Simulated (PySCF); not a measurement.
**Highest orbital energy against ionisation energy along group 13**

Calculated with PySCF 2.14, no spin-orbit coupling. Each cell gives −ε(HOMO) / ΔSCF in eV; NIST values include spin-orbit coupling, (s) semi-empirical, (t) theoretical.

| species | UHF | LDA | PBE | PBE0 | r2SCAN | NIST (lowest levels) |
| --- | --- | --- | --- | --- | --- | --- |
| B(2+) (aug-cc-pVTZ with one added diffuse shell each of s, p, d, f type, non-relativistic) | 37.819 / 37.815 | 32.352 / 37.892 | 32.639 / 38.282 | 34.042 / 38.223 | 32.870 / 37.849 | 37.931 |
| Al(2+) (aug-cc-pV(T+d)Z with one added diffuse shell each of s, p, d, f type, non-relativistic) | 28.059 / 28.039 | 24.535 / 28.806 | 24.429 / 28.812 | 25.448 / 28.677 | 24.629 / 28.376 | 28.448 |
| Ga(2+) (aug-cc-pVTZ-PP with one added diffuse shell each of s, d, f type with ECP10MDF, ECP) | 29.739 / 29.630 | 26.970 / 31.862 | 26.574 / 31.473 | 27.513 / 31.107 | 27.029 / 31.298 | 30.726 |
| In(2+) (aug-cc-pVTZ-PP with one added diffuse shell each of d, f type with ECP28MDF, ECP) | 26.763 / 26.619 | 24.646 / 29.089 | 24.232 / 28.659 | 25.040 / 28.277 | 24.496 / 28.372 | 28.044 |
| Tl(2+) (aug-cc-pVTZ-PP with one added diffuse shell each of d, f type with ECP60MDF, ECP) | 28.410 / 28.157 | 26.158 / 30.769 | 25.745 / 30.304 | 26.633 / 29.954 | 26.014 / 30.120 | 29.852 |

Problem. How far is −ε(HOMO) from ΔSCF on average for each method, and why?

Solution. UHF 0.11 eV; LDA -4.75 eV; PBE -4.78 eV; PBE0 -3.51 eV; r2SCAN -4.20 eV. Hartree-Fock orbital energies lack relaxation and so exceed the ΔSCF value; semilocal functionals have convex E(N) from self-interaction, so their HOMO lies far too high; exact exchange moves hybrids part of the way back.
